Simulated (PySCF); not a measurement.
H8N2OSi2, SMILES [SiH2](N[SiH2]O)N.

Geometry optimised at PBE-D3(BJ)/def2-SVP. The structure was generated by enumeration, and PubChem lists no compound with its InChIKey, so it may never have been made. Other conformers were not sampled.

Two levels are set side by side: PBE/def2-TZVP (PySCF) and HF/def2-TZVP (PySCF). Same geometry, gas phase. Differences are taken from unrounded values.

| quantity | PBE |
|---|---|
| orbital gap (eV) | 5.42 |
| highest occupied level (eV) | -6.01 |
| lowest empty level (eV) | -0.58 |
| dipole moment (D) | 2.33 |
| mean polarisability (bohr³) | 73.4 |

Problem. These are the PBE values. What does HF give? (The exact figures need the calculation; the answer reports its results.)

Solution. 
```tsv
quantity	HF	PBE minus HF
orbital gap (eV)	13.72	-8.30
highest occupied level (eV)	-10.83	4.82
lowest empty level (eV)	2.89	-3.48
dipole moment (D)	2.19	0.15
mean polarisability (bohr³)	62.7	10.7
```

Without exact exchange PBE keeps part of each electron's self-repulsion, which lifts occupied levels and narrows the gap. Loosely held outer electrons make PBE densities more polarisable. Differences between two approximate levels are no errors against the true value.

Rough cost on one machine, each run with all the roots and properties that it gave: HF against PBE about 1/3.
